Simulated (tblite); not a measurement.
A geometry optimisation, step by step.

Species: C6H11O (doublet state).
Atom-mapped SMILES: `[CH2:1]=[CH:2][CH2:3][C@@H:4]([OH:5])[CH:6][CH3:7]` (hydrogens: H8, H9 on C1; H10 on C2; H11, H12 on C3; H13 on C4; H14 on O5; H15 on C6; H16, H17, H18 on C7)
Bond orders are those of one Lewis drawing.

Computed with GFN2-xTB (tblite), gas phase: L-BFGS steps from a force-field or distance-geometry start until the largest atomic force falls under 0.01 eV/Å. 5 of its 114 geometries are shown.

Step 0: E = -609.5232 eV, largest atomic force 2.042 eV/Å
```
atom  x, y, z in Å  |  force x, y, z in eV/Å
C1      3.095   -0.648    0.205   -1.510   0.116  -0.823
C2      1.960   -0.672   -0.535    1.660  -0.021   1.189
C3      0.918    0.397   -0.502    0.026   0.117  -0.511
C4     -0.446   -0.116    0.001   -0.154   0.365   0.448
O5     -0.385   -0.369    1.418    0.562  -0.331  -0.146
C6     -1.542    0.872   -0.191   -0.034   0.391   0.074
C7     -2.955    0.429   -0.142    0.103   0.137   0.091
H8      3.823   -1.441    0.144   -0.068   0.100   0.022
H9      3.312    0.175    0.881   -0.059  -0.250  -0.214
H10     1.791   -1.519   -1.191   -0.115   0.129   0.022
H11     0.797    0.778   -1.530   -0.111  -0.101   0.253
H12     1.241    1.235    0.122   -0.048  -0.128   0.046
H13    -0.710   -1.061   -0.483    0.010  -0.152  -0.244
H14     0.394   -0.937    1.560   -0.314   0.245   0.088
H15    -1.329    1.930   -0.003   -0.028  -0.584  -0.111
H16    -3.260    0.224    0.905    0.092  -0.002  -0.428
H17    -3.103   -0.473   -0.735    0.034  -0.095   0.158
H18    -3.609    1.203   -0.540   -0.048   0.062   0.087
```

Step 28: E = -609.6072 eV, largest atomic force 0.046 eV/Å
```
atom  x, y, z in Å  |  force x, y, z in eV/Å
C1      3.035   -0.644    0.218   -0.024   0.000   0.000
C2      1.945   -0.656   -0.528   -0.014   0.007  -0.006
C3      0.901    0.413   -0.525   -0.019  -0.007   0.006
C4     -0.434   -0.127    0.034    0.024   0.008  -0.018
O5     -0.289   -0.428    1.426    0.004  -0.011  -0.036
C6     -1.528    0.862   -0.127    0.023   0.000  -0.017
C7     -2.941    0.442   -0.155    0.008   0.004  -0.007
H8      3.749   -1.450    0.200    0.017   0.001  -0.007
H9      3.267    0.182    0.870   -0.011   0.000   0.021
H10     1.741   -1.498   -1.178   -0.005  -0.003  -0.005
H11     0.730    0.772   -1.543    0.006  -0.021   0.035
H12     1.217    1.250    0.102   -0.001   0.005  -0.046
H13    -0.701   -1.059   -0.497    0.010   0.013   0.028
H14     0.528   -0.931    1.537   -0.003   0.012   0.012
H15    -1.288    1.905   -0.011   -0.005  -0.004   0.039
H16    -3.294    0.215    0.859   -0.008  -0.006   0.002
H17    -3.069   -0.467   -0.743    0.009  -0.019   0.001
H18    -3.577    1.226   -0.559   -0.010   0.023  -0.001
```

Step 56: E = -609.6315 eV, largest atomic force 0.064 eV/Å
```
atom  x, y, z in Å  |  force x, y, z in eV/Å
C1      2.905   -0.654    0.282    0.001   0.003  -0.001
C2      1.928   -0.656   -0.610   -0.028   0.014  -0.022
C3      0.854    0.378   -0.659   -0.036  -0.002   0.023
C4     -0.405   -0.148    0.091    0.004  -0.016   0.060
O5     -0.079   -0.406    1.452    0.008   0.036   0.044
C6     -1.503    0.844    0.059    0.021   0.014  -0.010
C7     -2.902    0.467   -0.213   -0.010  -0.012   0.002
H8      3.637   -1.442    0.342    0.006   0.002  -0.044
H9      3.028    0.158    0.983   -0.007  -0.022  -0.008
H10     1.819   -1.472   -1.313    0.044  -0.038   0.026
H11     0.572    0.605   -1.688    0.019  -0.006   0.023
H12     1.186    1.292   -0.165   -0.046   0.010  -0.011
H13    -0.730   -1.093   -0.377    0.011   0.039  -0.036
H14     0.819   -0.765    1.492   -0.007  -0.004  -0.014
H15    -1.306    1.803    0.509    0.011  -0.006  -0.010
H16    -3.417    0.216    0.722   -0.032  -0.029   0.021
H17    -2.957   -0.406   -0.860    0.007  -0.021  -0.024
H18    -3.459    1.287   -0.665    0.036   0.038  -0.018
```

Step 85: E = -609.6557 eV, largest atomic force 0.203 eV/Å
```
atom  x, y, z in Å  |  force x, y, z in eV/Å
C1      2.898   -0.623    0.157   -0.080  -0.008  -0.044
C2      1.860   -0.666   -0.667   -0.061  -0.102   0.164
C3      0.737    0.312   -0.625   -0.036   0.014   0.021
C4     -0.407   -0.178    0.335   -0.031   0.024  -0.046
O5      0.078   -0.306    1.652    0.010   0.034   0.051
C6     -1.526    0.785    0.314   -0.026   0.024  -0.011
C7     -2.798    0.518   -0.387   -0.037  -0.059   0.003
H8      3.663   -1.381    0.136    0.038   0.041   0.036
H9      3.027    0.183    0.864    0.050  -0.029  -0.056
H10     1.753   -1.501   -1.348   -0.026   0.060  -0.026
H11     0.286    0.442   -1.608    0.072   0.045  -0.066
H12     1.089    1.274   -0.250   -0.047  -0.002  -0.018
H13    -0.758   -1.157   -0.035    0.055  -0.031   0.002
H14     0.959   -0.703    1.623    0.003   0.000  -0.037
H15    -1.429    1.685    0.898    0.030  -0.078  -0.005
H16    -3.559    0.160    0.317   -0.026   0.058   0.027
H17    -2.689   -0.258   -1.143    0.084   0.035  -0.027
H18    -3.195    1.422   -0.852    0.027  -0.025   0.032
```

Step 113: E = -609.6782 eV, largest atomic force 0.009 eV/Å
```
atom  x, y, z in Å  |  force x, y, z in eV/Å
C1      2.909   -0.603    0.028   -0.005   0.001  -0.008
C2      1.768   -0.703   -0.637    0.001  -0.002   0.006
C3      0.668    0.298   -0.565    0.002   0.001   0.004
C4     -0.421   -0.190    0.457    0.001  -0.002  -0.003
O5      0.124   -0.232    1.754    0.000  -0.004  -0.001
C6     -1.589    0.706    0.448    0.002  -0.003  -0.002
C7     -2.706    0.544   -0.504   -0.001   0.000   0.000
H8      3.663   -1.372   -0.015    0.001   0.008   0.002
H9      3.148    0.266    0.619   -0.001   0.000  -0.002
H10     1.557   -1.588   -1.223    0.004  -0.003  -0.002
H11     0.192    0.425   -1.537    0.000  -0.008   0.001
H12     1.038    1.263   -0.216    0.001   0.002   0.003
H13    -0.722   -1.207    0.139   -0.004  -0.003  -0.002
H14     1.014   -0.603    1.698    0.002  -0.001  -0.001
H15    -1.615    1.494    1.179   -0.004   0.005   0.002
H16    -3.600    0.158    0.000   -0.001   0.003   0.003
H17    -2.447   -0.152   -1.300    0.002   0.003   0.004
H18    -2.989    1.502   -0.944    0.003   0.002  -0.004
```

Task: Summarise the path.

Result: The energy falls by 14.96 kJ/mol from step 0 to step 113; nine tenths of that is first reached at step 88. It rises by more than 0.2 meV at steps 87 and 89. The largest force goes from 2.042 to 0.009 eV/Å. Among the bonds C4–O5 changes most, from 1.441 to 1.408 Å; the atoms move by 0.638 Å rms after alignment.

Task: Follow the three bonds and two angles with the largest change from start to end.

Result: 
```
step  E above end (kJ/mol)  largest force (eV/Å)  C4–O5 (Å)  C1=C2 (Å)  C3–C4 (Å)  C3–C4–H13 (°)  C2–C3–H11 (°)
   0                 14.96                 2.042      1.441      1.355      1.541          110.9          107.6
   5                  8.39                 0.110      1.431      1.320      1.547          109.5          109.0
  10                  7.72                 0.088      1.432      1.322      1.544          108.9          109.0
  15                  7.27                 0.042      1.431      1.320      1.540          109.0          109.4
  20                  7.11                 0.044      1.432      1.321      1.544          109.2          109.8
  25                  6.92                 0.039      1.431      1.321      1.542          109.5          110.0
  29                  6.82                 0.059      1.432      1.321      1.546          109.2          110.0
  34                  6.48                 0.085      1.430      1.321      1.543          109.0          109.6
  39                  5.87                 0.130      1.431      1.321      1.552          108.8          110.4
  44                  5.19                 0.106      1.424      1.324      1.548          108.6          110.5
  49                  4.89                 0.049      1.425      1.323      1.552          108.5          110.6
  54                  4.68                 0.071      1.424      1.323      1.555          108.7          110.9
  59                  4.29                 0.061      1.422      1.324      1.558          108.5          111.2
  64                  4.02                 0.053      1.420      1.323      1.559          108.4          111.5
  69                  3.72                 0.068      1.418      1.324      1.562          108.4          111.1
  74                  3.45                 0.063      1.416      1.324      1.564          108.3          110.8
  79                  3.27                 0.042      1.417      1.324      1.564          108.3          110.7
  84                  2.58                 0.196      1.412      1.325      1.570          107.9          111.2
  88                  1.47                 0.292      1.411      1.327      1.573          106.9          111.8
  93                  0.59                 0.069      1.410      1.323      1.569          106.7          111.4
  98                  0.28                 0.047      1.410      1.324      1.571          107.2          110.8
 103                  0.15                 0.038      1.409      1.323      1.571          107.1          110.8
 108                  0.03                 0.026      1.409      1.323      1.571          106.9          110.9
 113                  0.00                 0.009      1.408      1.324      1.572          106.7          111.0
```

What follows is the cost of the whole relaxation. The run took 0.66 s wall on an Arm Neoverse V1 with one thread, no GPU, shared host.
